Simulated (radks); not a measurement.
Results of a calculation; reference values are marked as such.
Question: Coherent X-ray form factor from a spherical all-electron density. Code: a radial shooting solver on a logarithmic mesh with Libxc functionals. Model: scalar-relativistic Kohn-Sham, BLYP, spin-polarised, spherical densities, finite nucleus; Fermi nuclear charge, rms radius of each element as measured or else 0.836 A^(1/3) + 0.57 fm.

| sin(theta)/lambda (1/angstrom) | f0 (electrons) |
|---|---|
| 0.05 | 49.443 |
| 0.1 | 47.884 |
| 0.15 | 45.608 |
| 0.2 | 42.954 |
| 0.25 | 40.209 |
| 0.3 | 37.552 |
| 0.4 | 32.777 |
| 0.5 | 28.753 |
| 0.6 | 25.418 |
| 0.8 | 20.606 |
| 1 | 17.581 |
| 1.25 | 14.861 |
| 1.5 | 12.461 |
| 2 | 8.534 |

The species is in the configuration that NIST lists as its ground one. Which atom or ion scatters so?

Answer: The xenon ion Xe4+, [Kr] 4d10 5s2 5p2. Extrapolating in s^2 from the first two rows gives f0(0) = 50.0, near the electron count 50; among species with that count, the fall with angle is slower the higher Z, and the table is that of Z = 54; from so few rows the species is fixed only to a neighbour or two.
